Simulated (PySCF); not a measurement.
Species: C3H5BrSi.
SMILES with atom numbers: `[CH:1]#[C:2][Si@@H:3]([CH3:4])[Br:5]` (hydrogens: H6 on C1; H7 on Si3; H8, H9, H10 on C4)

Computed by this run: PySCF, PBE0-D3(BJ)/def2-SVP geometry optimisation, gas phase; density fitting, grid level 1; the optimiser is geomeTRIC in internal coordinates, started from a GFN2-xTB structure with every atom displaced at random (about 0.01 Å).

At the end of the run (lengths in Å): C1–H6 1.076, C4–H9 1.100, C4–H10 1.100, C2–Si3 1.831, Si3–H7 1.488, Si3–C4 1.863, Si3–Br5 2.235, C2–Si3–Br5 108.6°, C1–C2–Si3 179.2°, C2–Si3–C4 110.5°, C4–Si3–Br5 109.2°, H8–C4–Si3–C2 -60°, H7–Si3–C4–H8 62°.

**Question.** These geometries were met on the way; a selection of coordinates is given. Order them by energy above the end point, lowest first.
A. C1–H6 1.074, C4–H9 1.099, C4–H10 1.101, C2–Si3 1.831, Si3–H7 1.488, Si3–C4 1.864, Si3–Br5 2.235, C2–Si3–Br5 108.1°, C1–C2–Si3 177.5°, C2–Si3–C4 111.4°, C4–Si3–Br5 108.9°, H8–C4–Si3–C2 -56°, H7–Si3–C4–H8 67°
B. C1–H6 1.078, C4–H9 1.101, C4–H10 1.101, C2–Si3 1.833, Si3–H7 1.489, Si3–C4 1.865, Si3–Br5 2.230, C2–Si3–Br5 108.2°, C1–C2–Si3 178.0°, C2–Si3–C4 111.7°, C4–Si3–Br5 109.1°, H8–C4–Si3–C2 -54°, H7–Si3–C4–H8 67°
C. C1–H6 1.037, C4–H9 1.071, C4–H10 1.125, C2–Si3 1.854, Si3–H7 1.466, Si3–C4 1.843, Si3–Br5 2.248, C2–Si3–Br5 105.4°, C1–C2–Si3 177.2°, C2–Si3–C4 110.7°, C4–Si3–Br5 108.6°, H8–C4–Si3–C2 -64°, H7–Si3–C4–H8 63°

**Answer.** A (0.005 eV), B (0.026 eV), C (0.104 eV).

```csv
step,E above end (eV),"rms distance from the end, all atoms (Å)",largest force (eV/Å),rms shift of all bonds from the end (Å)
3,0.005,0.049,0.419,0.001
2,0.026,0.069,0.645,0.003
0,0.104,0.055,2.090,0.023
```

Rows stand in the order of the answer.
